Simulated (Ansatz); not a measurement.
Calculated with Ansatz (gas phase, PBE0-D4/def2-TZVP geometries, no zero-point term in ΔE). CCSD(T)/CBS is the MP2 limit (def2-TZVPP, def2-QZVPP) plus CCSD(T) − MP2 in def2-TZVPP, frozen cores. This one scheme is used for every species. DFT in def2-TZVPP. For Se outer-core shells are correlated without core-valence functions, which leaves a few kJ/mol of doubt a bond. Scalar relativity is left out up to krypton. One conformer a species, not always the lowest.

`CCB(S)Cl` + H₂Se → `CC[SeH]` + `SBCl`  (substitution at a C–B bond)

CCSD(T)/CBS gives +44.4 kJ/mol.

Q: Another level gave +47.9 kJ/mol. Which?
A. revPBE/def2-TZVPP
B. B97M-V/def2-TZVPP
C. CCSD(T)/def2-TZVPP
D. LC-ωPBE/def2-TZVPP

A: D. LC-ωPBE 47.9, revPBE 37.1, B97M-V 52.1, CCSD(T)/def2-TZVPP 43.4 kJ/mol.

Q: What do rigid-rotor, harmonic-oscillator terms from PBE0-D4/def2-TZVP frequencies (298.15 K, 1 bar) make of the CCSD(T)/CBS value? (Estimate.)

A: Computed: ΔZPE = +6.9 kJ/mol, ΔH = +48.7 kJ/mol, ΔS = 2 J/(mol·K), ΔG = +48.0 kJ/mol. Modes under 50 cm⁻¹ make the entropy rough.

Largest T1 diagnostic among the species: 0.013.

In def2-TZVPP, CCSD(T) changes the Hartree–Fock value by +3.8 kJ/mol (the triples alone add −0.0 kJ/mol) and MP2 by +3.1 kJ/mol. The D4 term adds +4.8 kJ/mol with B3LYP and +3.0 kJ/mol with PBE0; it sums over pairs of atoms, weighted by their polarisabilities, and B3LYP, whose exchange is more repulsive, gets the larger term.

B3LYP here is the variant with VWN-RPA as its local correlation; programs differ in this.
